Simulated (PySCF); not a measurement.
Ce¹⁷⁺: ionisation energy

Ce¹⁷⁺ [Kr] 4d5 (6S) → Ce¹⁸⁺ [Kr] 4d4 (5D), as a difference of total energies. Calculation: PySCF 2.14, in an even-tempered Gaussian basis (20 s from 0.77 bohr⁻², ratio 2.5; 15 p from 1 bohr⁻², ratio 2.5; 10 d from 1 bohr⁻², ratio 2.5; 4 f from 5.4 bohr⁻², ratio 2.7; 4 g from 8.1 bohr⁻², ratio 2.7); the spin-free X2C one-electron Hamiltonian (Gaussian nucleus). The calculations carry no spin-orbit coupling.

```
method  ionisation energy (eV)
   UHF                  476.66
 TPSSh                  477.00
  MN15                  476.29
```

Breit and QED terms and the two-electron picture change are absent.

The reference lies between the lowest fine-structure levels, while these numbers refer to the centres of the terms.

For comparison: 472 ± 3 eV (theoretical estimate listed by NIST; NIST Atomic Spectra Database, ionization energies).
